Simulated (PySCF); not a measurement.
Adding and removing an electron: BiCl

UHF-CCSD(T); Bi cc-pVDZ-PP with ECP60, Cl cc-pV(D+d)Z; scalar-relativistic core potentials (PySCF 2.14). Neutral (UHF): triplet (π ↑↑), Re = 2.494 Å, ωe = 322 cm⁻¹, De = 2.28 eV.

BiCl⁺ (UHF): doublet (π ↑), Re = 2.384 Å, ωe = 384 cm⁻¹. The energies at the minima are -673.35473 hartree for BiCl and -673.05318 for BiCl⁺.

**Question.** Work out the adiabatic ionisation energy, without and with harmonic zero-point energies (1 hartree = 27.2114 eV, 1 eV = 8065.5 cm⁻¹), and the change of the bond length.

**Answer.** At UHF-CCSD(T): 0.30155 hartree = 8.206 eV between the minima; the zero-point term (384.0 − 322.0)/2 cm⁻¹ = +0.004 eV makes it 8.209 eV. Re changes by -11.0 pm against the neutral. The electron leaves a π orbital, and the shorter bond of the ion fits an antibonding orbital, or a change in how ionic the bond is.

Correlated steps freeze 9 core orbitals. Correlated levels converge slowly with the basis: in double zeta they bind strong bonds too weakly, by up to about 1 eV, and carry superposition errors of some tenths. Spin–orbit coupling is left out, which matters for elements this heavy, above all for dissociation energies. States were picked by a PBE0 search and need not be the measured ground states.
